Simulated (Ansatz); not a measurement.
System: Si$_{2}$H$_{2}$, charge 0, singlet. A triplet may lie lower; no result for it is given here. Si2H2 (SMILES [Si]=[SiH2]).
B3LYP-D3(BJ)/def2-TZVP minimum from Ansatz (a quantum-chemistry and plane-wave program):
```
Si
H 1 1.4834
H 1 1.4834 2 112.18
Si 1 2.1998 2 123.91 3 180.00
```

Total energies in cc-pV(Q+d)Z, 10 correlated electrons, 10 frozen orbitals. Open shells are spin-unrestricted; no spin-orbit coupling. Cores are frozen in correlated methods. No relativity. The restricted determinant of H2Si2 ([Si]=[SiH2], singlet) is unstable towards broken spin symmetry in at least one set run.

```tsv
method	program	energy (Eh)	minus CCSDT(Q) (mEh)
HF	Ansatz	-578.94954	275.85
MP2	Ansatz	-579.17395	51.44
CCSD	Ansatz	-579.20854	16.85
CCSD(T)	Ansatz	-579.22272	2.68
CCSDT(Q)	Ansatz	-579.22539	0.00
```

Rough core times of Ansatz's runs on a shared machine: CCSD(T) 40 s, CCSDT(Q) 30 min.
